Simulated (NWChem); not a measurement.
System: GeNH2F, singlet; SMILES [NH2][Ge][F]

NWChem input:

```
start job
memory heap 200 mb stack 900 mb global 1100 mb
geometry units angstroms noautoz
  Ge    -0.439949    -0.017243     0.000000
  F      0.620352     1.396765     0.000000
  N      0.923441    -1.209592     0.000000
  H      1.898914    -0.922325     0.000000
  H      0.804145    -2.216941     0.000000
end
basis spherical
  Ge library def2-svp
  F library def2-svp
  N library def2-svp
  H library def2-svp
end
dft
  xc xwpbe 1.00 cpbe96 1.0 hfexch 1.00
  cam 0.1 cam_alpha 0.0 cam_beta 1.0
  iterations 150
  vectors input atomic output neutral.movecs
end
task dft energy
charge 1
dft
  odft
  mult 2
  vectors input atomic output cation.movecs
end
task dft energy
```

NWChem printed, in part:

```
             Northwest Computational Chemistry Package (NWChem) 7.3.0
             --------------------------------------------------------

 CS  symmetry detected

                             Geometry "geometry" -> ""
                             -------------------------

 Output coordinates in angstroms (scale by  1.889725989 to convert to a.u.)

  No.       Tag          Charge          X              Y              Z
 ---- ---------------- ---------- -------------- -------------- --------------
    1 Ge                  32.0000    -0.45402041     0.00872727     0.00000000
    2 F                    9.0000     0.70977954     1.33885001     0.00000000
    3 N                    7.0000     0.81568151    -1.28293269     0.00000000
    4 H                    1.0000     1.81002178    -1.06996012     0.00000000
    5 H                    1.0000     0.62084505    -2.27843372     0.00000000

 Effective nuclear repulsion energy (a.u.)     188.5554120638

      Symmetry information
      --------------------

 Group name             Cs
 Group number              2
 Group order               2
 No. of unique centers     5

  pbe96 is a nonlocal functional; adding pw91lda local functional.

                                 NWChem DFT Module
                                 -----------------

 Summary of "ao basis" -> "ao basis" (spherical)
 ------------------------------------------------------------------------------
       Tag                 Description            Shells   Functions and Types
 ---------------- ------------------------------  ------  ---------------------
 Ge                         def2-svp                12       32   5s4p3d
 F                          def2-svp                 6       14   3s2p1d
 N                          def2-svp                 6       14   3s2p1d
 H                          def2-svp                 3        5   2s1p

      Symmetry analysis of basis
      --------------------------

        a'         50
        a"         20

            General Information
            -------------------
          SCF calculation type: DFT
          Wavefunction type:  closed shell.
          No. of atoms     :     5
          No. of electrons :    50
           Alpha electrons :    25
            Beta electrons :    25
          Charge           :     0
          Spin multiplicity:     1
          Use of symmetry is: on ; symmetry adaption is: on
          Maximum number of iterations: 150
          AO basis - number of functions:    70
                     number of shells:    30
          Convergence on energy requested:  1.00D-06
          Convergence on density requested:  1.00D-05
          Convergence on gradient requested:  5.00D-04

              XC Information
              --------------
                     Hartree-Fock (Exact) Exchange  1.000
                     LC-wPBE(h)Exchange Functional  1.000
            Perdew 1991 LDA Correlation Functional  1.000 local
           PerdewBurkeErnz. Correlation Functional  1.000 non-local

           Range-Separation Parameters
           ---------------------------
           Alpha           :  0.00
           Beta            :  1.00
           Gamma           :  0.10
           Short-Range HF  :     F

             Grid Information
             ----------------
          Grid used for XC integration:  medium
          Radial quadrature: Mura-Knowles
          Angular quadrature: Lebedev.
          Tag              B.-S. Rad. Rad. Pts. Rad. Cut. Ang. Pts.
          ---              ---------- --------- --------- ---------
          Ge                  1.25      112           8.0       590
          F                   0.50       49          10.0       434
          N                   0.65       49           7.0       434
          H                   0.35       45           9.0       434
          Grid pruning is: on
          Number of quadrature shells:   300
          Spatial weights used:  Erf1

      Superposition of Atomic Density Guess
      -------------------------------------

 Sum of atomic energies:       -2229.57874134

      Non-variational initial energy
      ------------------------------

 Total energy =   -2230.097370
 1-e energy   =   -3484.280639
 2-e energy   =    1065.627857
 HOMO         =      -0.298684
 LUMO         =      -0.017387

      Symmetry analysis of molecular orbitals - initial
      -------------------------------------------------

  Numbering of irreducible representations:

     1 a'          2 a"

  Orbital symmetries:

     1 a'          2 a'          3 a'          4 a'          5 a"
     6 a'          7 a'          8 a'          9 a'         10 a'
    11 a"         12 a'         13 a'         14 a'         15 a"
    16 a"         17 a'         18 a'         19 a'         20 a'
    21 a"         22 a'         23 a'         24 a"         25 a'
    26 a"         27 a'         28 a'         29 a'         30 a'
    31 a'         32 a"         33 a'         34 a'         35 a'

   convergence    iter        energy       DeltaE   RMS-Dens  Diis-err
 ---------------- ----- ----------------- --------- --------- ---------
 d= 0,ls=0.0,diis     1  -2231.9093719946 -2.42D+03  2.11D-02  8.00D-01
 d= 0,ls=0.0,diis     2  -2231.7518006784  1.58D-01  1.17D-02  2.76D+00
 d= 0,ls=0.0,diis     3  -2232.0042126818 -2.52D-01  1.92D-03  4.12D-02
 d= 0,ls=0.0,diis     4  -2232.0051779454 -9.65D-04  1.19D-03  1.88D-02
 d= 0,ls=0.0,diis     5  -2232.0067936970 -1.62D-03  3.12D-04  2.20D-03
  Resetting Diis
 d= 0,ls=0.0,diis     6  -2232.0070025169 -2.09D-04  5.71D-05  4.16D-05
 d= 0,ls=0.0,diis     7  -2232.0070048190 -2.30D-06  2.42D-05  1.17D-06
 d= 0,ls=0.0,diis     8  -2232.0070046738  1.45D-07  1.31D-05  2.72D-06
 d= 0,ls=0.0,diis     9  -2232.0070049781 -3.04D-07  2.00D-06  4.56D-08

[...]
```

Level: LC-wPBE (HJS exchange hole, range parameter 0.1 per bohr)/def2-SVP, vertical spin-unrestricted ions. Low-valent species are run as closed-shell singlets; no triplet was tried in these runs. Structure relaxed at the PBE0/def2-SVP level.
